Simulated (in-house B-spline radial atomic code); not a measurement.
Successive ionisation energies of oxygen; each step leads to the configuration of the next row (after the last: bare). NIST's values go from ground level to ground level; the uncertainty of those that are theory runs from under 0.1 % in few-electron ions to several per cent in heavy many-electron ones. Computed with an all-electron radial atomic-structure program (B-spline basis): non-relativistic Hartree-Fock, average of the configuration, point nuclei.

```
ion  configuration  ionisation energy (eV)  tabulated value (eV)  computed minus tabulated (eV)  highest orbital  largest mean radius (bohr)
  O   [He] 2s2 2p4                    14.6              13.61806                            1.0               2p                      1.2391
 O+   [He] 2s2 2p3                    32.2              35.12112                           -2.9               2p                      1.0965
O2+   [He] 2s2 2p2                    53.2              54.93554                           -1.8               2p                      1.0331
O3+   [He] 2s2 2p1                    77.2               77.4135                           -0.2               2p                      0.9826
O4+       [He] 2s2                   111.0               113.899                           -2.9               2s                     0.93594
O5+       [He] 2s1                   137.9              138.1189                           -0.2               2s                     0.89424
O6+            1s2                   737.7               739.327                           -1.6               1s                     0.19676
O7+            1s1                   870.8              871.4099                           -0.6               1s                      0.1875
```

**Question.** Where is the largest jump?

**Answer.** From O5+ to O6+, by a factor of 5.35 (137.88 to 737.73 eV); the highest orbital goes from 2s to 1s.

**Question.** How far is this level of theory from the measured and semi-empirical values?

**Answer.** Over those 6 rows the differences run from -2.89 to +0.963 eV (mean absolute value 1.5 eV). The calculation leaves out relativity, correlation and, in open shells, the multiplet splittings that an average leaves out.
